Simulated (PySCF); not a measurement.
```xyz
8
charge 0 multiplicity 1, angstrom
Br    0.0000    0.0000    0.0000
F     0.0002   -0.0001    1.8336
F     1.0638    1.3645    0.0000
F    -1.3752    1.0721    0.5668
F    -1.0638   -1.3645    0.0000
F     1.3753   -1.0722    0.5664
F     0.8498   -0.6626   -1.4835
F    -0.8501    0.6627   -1.4833
```

Level of theory: B3LYP in PySCF with Br def2-SVP, F def2-SVP; no relativity; density-fitted integrals.

This geometry of BrF₇ is a stationary point at this level.

Problem. What is the point group?

Solution. D5h.

Problem. Is it a minimum?

Solution. Yes: all harmonic wavenumbers are real.

Problem. List the harmonic modes with their infrared intensities.

Solution. 
| symmetry | ω (cm⁻¹) | IR (km/mol, summed over degenerate members) |
| --- | --- | --- |
| e2'' | 83 | 0.0 |
| e1' | 276 | 0.2 |
| e1'' | 328 | 0.0 |
| a2'' | 380 | 28.2 |
| e2' | 451 | 0.0 |
| e1' | 473 | 201 |
| a1' | 553 | 0.0 |
| e1' | 583 | 198 |
| e2' | 591 | 0.0 |
| a1' | 629 | 0.0 |
| a2'' | 747 | 148 |

Problem. Give the atomic charges and bond orders.

Solution. 
| atom | Mulliken | Löwdin | polar tensor | Mayer order to Br1 |
| --- | --- | --- | --- | --- |
| Br1 | 1.81 | 1.57 | 3.07 | – |
| F2,4,6,7,8 | -0.27 | -0.25 | -0.42 | 0.74 |
| F3,5 | -0.22 | -0.17 | -0.47 | 0.88 |

In D5h the vibrations span e2'' + 3e1' + e1'' + 2a2'' + 2e2' + 2a1'. The a1', e1'', e2', e2'' modes carry no infrared intensity, as symmetry demands.
